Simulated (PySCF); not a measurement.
C6H10F2.
Numbering: `[F:1][C:2]1([F:3])[CH2:4][CH2:5][CH2:6][CH2:7][CH2:8]1` (hydrogens: H9, H10 on C4; H11, H12 on C5; H13, H14 on C6; H15, H16 on C7; H17, H18 on C8)

The same species was optimised twice, with GFN2-xTB and with PBE0-D3(BJ)/def2-SVP (PySCF), and the same property calculations (PySCF, gas phase) were run on both structures.

```json
{"coordinate": "C2–F3 (Å)", "GFN2-xTB": "1.372", "PBE0-D3(BJ)/def2-SVP": "1.360", "change": "-0.012"}
{"coordinate": "C2–C8 (Å)", "GFN2-xTB": "1.522", "PBE0-D3(BJ)/def2-SVP": "1.513", "change": "-0.009"}
{"coordinate": "C2–C4 (Å)", "GFN2-xTB": "1.522", "PBE0-D3(BJ)/def2-SVP": "1.513", "change": "-0.009"}
{"coordinate": "C7–C8 (Å)", "GFN2-xTB": "1.527", "PBE0-D3(BJ)/def2-SVP": "1.525", "change": "-0.002"}
{"coordinate": "C4–C5 (Å)", "GFN2-xTB": "1.527", "PBE0-D3(BJ)/def2-SVP": "1.525", "change": "-0.002"}
{"coordinate": "F1–C2 (Å)", "GFN2-xTB": "1.369", "PBE0-D3(BJ)/def2-SVP": "1.368", "change": "-0.001"}
{"coordinate": "C6–C7 (Å)", "GFN2-xTB": "1.526", "PBE0-D3(BJ)/def2-SVP": "1.526", "change": "0.000"}
{"coordinate": "C5–C6 (Å)", "GFN2-xTB": "1.526", "PBE0-D3(BJ)/def2-SVP": "1.526", "change": "0.000"}
{"coordinate": "F1–C2–F3 (°)", "GFN2-xTB": "104.2", "PBE0-D3(BJ)/def2-SVP": "106.2", "change": "+2.0"}
{"coordinate": "F1–C2–C4 (°)", "GFN2-xTB": "109.9", "PBE0-D3(BJ)/def2-SVP": "108.6", "change": "-1.3"}
{"coordinate": "F1–C2–C8 (°)", "GFN2-xTB": "109.9", "PBE0-D3(BJ)/def2-SVP": "108.6", "change": "-1.3"}
{"coordinate": "C5–C6–C7 (°)", "GFN2-xTB": "110.1", "PBE0-D3(BJ)/def2-SVP": "111.3", "change": "+1.2"}
{"coordinate": "C2–C4–C5 (°)", "GFN2-xTB": "110.2", "PBE0-D3(BJ)/def2-SVP": "111.1", "change": "+0.9"}
{"coordinate": "C2–C8–C7 (°)", "GFN2-xTB": "110.3", "PBE0-D3(BJ)/def2-SVP": "111.1", "change": "+0.8"}
{"coordinate": "C6–C7–C8 (°)", "GFN2-xTB": "110.6", "PBE0-D3(BJ)/def2-SVP": "111.4", "change": "+0.8"}
{"coordinate": "C4–C5–C6 (°)", "GFN2-xTB": "110.6", "PBE0-D3(BJ)/def2-SVP": "111.4", "change": "+0.8"}
```

Rotational constants: A = 3222, B = 1761, C = 1516 MHz (GFN2-xTB) against A = 3216, B = 1773, C = 1522 MHz (PBE0-D3(BJ)/def2-SVP). Point groups within 0.08 Å: Cs and Cs.

On the GFN2-xTB structure: HOMO (eV) -8.65 [PBE0/pcSseg-1]; LUMO (eV) 1.24 [PBE0/pcSseg-1]; dipole (D) 2.57 [PBE0/pcSseg-1]; GIAO shielding of F1/F3 (mean) (ppm) 291.4 [PBE0/pcSseg-1]; GIAO shielding of C2 (ppm) 58.5 [PBE0/pcSseg-1]; GIAO shielding of C4/C8 (mean) (ppm) 148.0 [PBE0/pcSseg-1]; GIAO shielding of C5/C7 (mean) (ppm) 160.0 [PBE0/pcSseg-1]; GIAO shielding of C6 (ppm) 158.1 [PBE0/pcSseg-1].

Problem. What do these properties become on the PBE0-D3(BJ)/def2-SVP structure?

Solution. 
```json
{"property": "HOMO (eV)", "level": "PBE0/pcSseg-1", "on GFN2-xTB": "-8.65", "on PBE0-D3(BJ)/def2-SVP": "-8.66", "change": "-0.01"}
{"property": "LUMO (eV)", "level": "PBE0/pcSseg-1", "on GFN2-xTB": "1.24", "on PBE0-D3(BJ)/def2-SVP": "1.21", "change": "-0.03"}
{"property": "dipole (D)", "level": "PBE0/pcSseg-1", "on GFN2-xTB": "2.57", "on PBE0-D3(BJ)/def2-SVP": "2.44", "change": "-0.13"}
{"property": "energy, GFN2-xTB geometry as zero (kcal/mol)", "level": "PBE0/pcSseg-1", "on GFN2-xTB": "0.0", "on PBE0-D3(BJ)/def2-SVP": "-0.6", "change": "-0.6"}
{"property": "GIAO shielding of F1/F3 (mean) (ppm)", "level": "PBE0/pcSseg-1", "on GFN2-xTB": "291.4", "on PBE0-D3(BJ)/def2-SVP": "294.9", "change": "+3.5"}
{"property": "GIAO shielding of C2 (ppm)", "level": "PBE0/pcSseg-1", "on GFN2-xTB": "58.5", "on PBE0-D3(BJ)/def2-SVP": "61.1", "change": "+2.6"}
{"property": "GIAO shielding of C4/C8 (mean) (ppm)", "level": "PBE0/pcSseg-1", "on GFN2-xTB": "148.0", "on PBE0-D3(BJ)/def2-SVP": "147.9", "change": "-0.1"}
{"property": "GIAO shielding of C5/C7 (mean) (ppm)", "level": "PBE0/pcSseg-1", "on GFN2-xTB": "160.0", "on PBE0-D3(BJ)/def2-SVP": "159.4", "change": "-0.6"}
{"property": "GIAO shielding of C6 (ppm)", "level": "PBE0/pcSseg-1", "on GFN2-xTB": "158.1", "on PBE0-D3(BJ)/def2-SVP": "157.7", "change": "-0.4"}
```

The heavy atoms differ by 0.022 Å rms after alignment. Among bonds between heavy atoms C2–F3 changes most (-0.012 Å). Changes are differences of the printed values. Neither structure is proved a minimum here.
